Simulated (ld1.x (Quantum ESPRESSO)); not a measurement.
**Plane-wave convergence, TM potential for Tm**

thulium (Tm), norm-conserving Troullier–Martins (Kleinman–Bylander form), made with ld1.x (Quantum ESPRESSO) 7.5 (LDA (PZ), scalar-relativistic). Core [Kr] 4d10 5s2, reference 4f13 5p6 5d0.5 6s1.5 6p0. Waves: 6s (bound): rc 2.85 bohr; 5p (bound): rc 1.70 bohr; 5d (bound): rc 3.00 bohr; 4f (bound): rc 0.95 bohr. Local part: all-electron potential smoothed inside 1.35 bohr (lloc = -1). Core correction: none.

The pseudo-atom Hamiltonian at the reference potential is diagonalised in spherical Bessel functions j_l(qr) that vanish at 20 bohr, with q² up to the cutoff. All-electron valence levels (Ry): 6s -0.2933, 5p -1.9658, 6p -0.0886, 5d -0.0637, 4f -0.2223.

**Question.** How do the lowest levels (Ry) of each channel move with the cutoff, and are there ghosts?

**Answer.**

```csv
cutoff (Ry),s #1,s #2,s #3,p #1,p #2,p #3,d #1,f #1,f #2,Σ f·Δε (mRy)
8,-7.3897,-0.2921,-0.0063,-1.7870,-0.0780,0.0452,-0.0327,0.0891,0.2027,5127.8
15,-10.8701,-0.2932,-0.0064,-1.9473,-0.0891,0.0411,-0.0612,0.0891,0.2027,4149.6
25,-12.5991,-0.2933,-0.0066,-1.9539,-0.0893,0.0410,-0.0636,0.0891,0.2027,4109.2
35,-13.1743,-0.2933,-0.0067,-1.9637,-0.0894,0.0410,-0.0637,0.0891,0.2026,4050.1
50,-13.3765,-0.2933,-0.0070,-1.9652,-0.0895,0.0410,-0.0637,0.0891,0.2026,4041.2
70,-13.4051,-0.2933,-0.0071,-1.9657,-0.0895,0.0410,-0.0637,0.0891,0.2026,4038.1
100,-13.4080,-0.2933,-0.0071,-1.9658,-0.0896,0.0409,-0.0637,0.0891,0.2026,4037.3
140,-13.4081,-0.2933,-0.0071,-1.9658,-0.0896,0.0409,-0.0637,0.0891,0.2026,4037.2
180,-13.4081,-0.2933,-0.0071,-1.9658,-0.0896,0.0409,-0.0637,0.0891,0.2024,4037.0
260,-13.4081,-0.2933,-0.0071,-1.9658,-0.0896,0.0409,-0.0637,-0.0802,0.0892,1836.5
400,-13.4081,-0.2933,-0.0071,-1.9658,-0.0896,0.0409,-0.0637,-0.2215,0.0892,0.0
```

Result: ghost state, extra bound levels that the all-electron valence spectrum of the same l lacks: s at -182.4 eV (a true bound ghost makes a file unfit for plane-wave use); 10 mRy is reached at over 300 Ry and 1 mRy at over 300 Ry.

2 of 9 tests not solved or not reliable.
